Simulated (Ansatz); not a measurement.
Geometry optimisation, DFT PBE-D3(BJ), scalar-relativistic, plane waves, PAW in Ansatz.

Input:

```yaml
crystal:
  lattice:
    - [10.04, 0.0, 0.0]
    - [0.0, 10.04, 0.0]
    - [0.0, 0.0, 10.04]
  atoms:
    - { symbol: Ba, position: [0.0, 0.0, 0.0] }
    - { symbol: Ba, position: [0.5, 0.0, 0.0] }
    - { symbol: Ba, position: [0.0, 0.5, 0.0] }
    - { symbol: Ba, position: [0.0, 0.0, 0.5] }
    - { symbol: Ba, position: [0.25, 0.25, 0.25] }
    - { symbol: Ba, position: [0.5, 0.5, 0.0] }
    - { symbol: Ba, position: [0.5, 0.0, 0.5] }
    - { symbol: Ba, position: [0.75, 0.25, 0.25] }
    - { symbol: Ba, position: [0.0, 0.5, 0.5] }
    - { symbol: Ba, position: [0.25, 0.75, 0.25] }
    - { symbol: Ba, position: [0.25, 0.25, 0.75] }
    - { symbol: Ba, position: [0.5, 0.5, 0.5] }
    - { symbol: Ba, position: [0.75, 0.75, 0.25] }
    - { symbol: Ba, position: [0.75, 0.25, 0.75] }
    - { symbol: Ba, position: [0.25, 0.75, 0.75] }
    - { symbol: Ba, position: [0.75, 0.75, 0.75] }
    - { symbol: O, position: [0.0038079, 0.87953, 0.2414136] }
basis:
  ecutwfc: 420.0
kpoints:
  mp_grid: { grid: [2, 2, 2] }
hamiltonian:
  xc: pbe
  dispersion: d3bj
scf:
  occupations: { method: gaussian, width: 0.15 }
  lower_state_search: "off"
relax:
  f_tol: 0.03
  max_steps: 60
  adjacent_minimum: "off"
```

Command:

```bash
$ ansatz run input.yaml --threads 4 --pin off --max-ram 10240MiB --backend cpu --events-out ev --progress --plain --runs-dir out
```

Problem. Where does it end, and by what steps?

Solution. The run converged. Limits of this set-up: coarse k mesh. After 5 steps the energy has fallen by 0.845 eV; Ba4 moved furthest, 0.32 Å.

```json
{"step": "0", "energy less start (eV)": "0.0000", "largest force component (eV/Å)": "1.133", "accepted": "yes"}
{"step": "1", "energy less start (eV)": "-0.6781", "largest force component (eV/Å)": "0.534", "accepted": "yes"}
{"step": "2", "energy less start (eV)": "-0.7578", "largest force component (eV/Å)": "0.465", "accepted": "yes"}
{"step": "3", "energy less start (eV)": "-0.8419", "largest force component (eV/Å)": "0.039", "accepted": "yes"}
{"step": "4", "energy less start (eV)": "-0.8419", "largest force component (eV/Å)": "0.039", "accepted": "yes"}
{"step": "5", "energy less start (eV)": "-0.8445", "largest force component (eV/Å)": "0.007", "accepted": "yes"}
```

```xyz
17
Lattice="10.0400 0.0000 0.0000 0.0000 10.0400 0.0000 0.0000 0.0000 10.0400" Properties=species:S:1:pos:R:3
Ba 0.001 -0.021 0.310
Ba 5.023 -0.043 0.053
Ba 0.002 4.865 -0.117
Ba 0.001 -0.020 4.700
Ba 2.626 2.669 2.505
Ba 5.022 5.114 -0.083
Ba 5.023 -0.042 4.957
Ba 7.418 2.670 2.505
Ba 0.002 4.864 5.127
Ba 2.196 7.558 2.506
Ba 2.591 2.422 7.525
Ba 5.022 5.113 5.093
Ba 7.848 7.557 2.506
Ba 7.453 2.422 7.525
Ba 2.454 7.577 7.524
Ba 7.590 7.576 7.524
O 0.002 8.790 2.505
```

Whether the end is a true minimum wasn't checked by a vibrational analysis.

Run time: 59 s on 4 threads of Intel(R) Xeon(R) Platinum 8488C (Sapphire Rapids) (shared host), peak memory 2.7 GiB.
